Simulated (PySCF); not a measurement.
## Two-component Hartree-Fock for Lu (lutetium, neutral)

Start: [Xe] 4f14 5d1 6s1 6p1; 5d5/2 filled at m_j = +5/2; 6s1/2 filled at m_j = +1/2; 6p3/2 filled at m_j = +3/2. Calculated with PySCF 2.14 in x2c-TZVPall-2c: generalised Hartree-Fock with the X2C-1e Hamiltonian and a Gaussian nucleus; spin-orbit coupling (SO) screened by Boettger's factors. This is a chosen level, not necessarily the ground level.

| spinor shell | electrons | ε, screened SO (eV) | weight of nominal j (screened SO) | rms radius, screened SO (bohr) |
| --- | --- | --- | --- | --- |
| 1s1/2 | 2 | -63634.4 | 1.000 | 0.0219 |
| 2s1/2 | 2 | -10966.2 | 1.000 | 0.0884 |
| 2p1/2 | 2 | -10447.0 | 1.000 | 0.0754 |
| 2p3/2 | 4 | -9324.1 | 1.000 | 0.0825 |
| 3s1/2 | 2 | -2544.1 | 1.000 | 0.227 |
| 3p1/2 | 2 | -2314.5 | 1.000 | 0.218 |
| 3p3/2 | 4 | -2070.6 | 1.000 | 0.232 |
| 3d3/2 | 4 | -1685.5 | 1.000 | 0.206 |
| 3d5/2 | 6 | -1632.7 | 1.000 | 0.210 |
| 4s1/2 | 2 | -536.90 | 1.000 | 0.509 |
| 4p1/2 | 2 | -442.07 | 1.000 | 0.520 |
| 4p3/2 | 4 | -386.09 | 1.000 | 0.552 |
| 4d3/2 | 4 | -229.62 | 1.000 | 0.585 |
| 4d5/2 | 6 | -219.12 | 1.000 | 0.597 |
| 5s1/2 | 2 | -75.015 | 1.000 | 1.27 |
| 5p1/2 | 2 | -45.610 | 0.997 | 1.42 |
| 5p3/2 | 4 | -38.597 | 0.998 | 1.54 |
| 4f5/2 | 6 | -24.743 | 0.998 | 0.792 |
| 4f7/2 | 8 | -23.194 | 0.999 | 0.804 |
| 6s1/2 | 1 | -8.439 | 0.996 | 3.97 |
| 5d5/2 | 1 | -6.592 | 1.000 | 3.24 |
| 6p3/2 | 1 | -4.545 | 1.000 | 5.34 |

| quantity | screened SO |
| --- | --- |
| E (hartree) | -14566.77539 |
| M_J | 9/2 |
| ⟨J²⟩ | 24.777 |
| ⟨L²⟩ | 12.130 |
| ⟨S²⟩ | 3.861 |

Each row is a mean over spinors that exchange with the open shell spreads, by up to 2.316 eV (5p3/2).

Breit and QED terms are absent; they matter most for the inner s and p1/2 levels.

Densities and radii are taken from the X2C orbitals without a picture-change correction, which distorts them close to the nucleus.
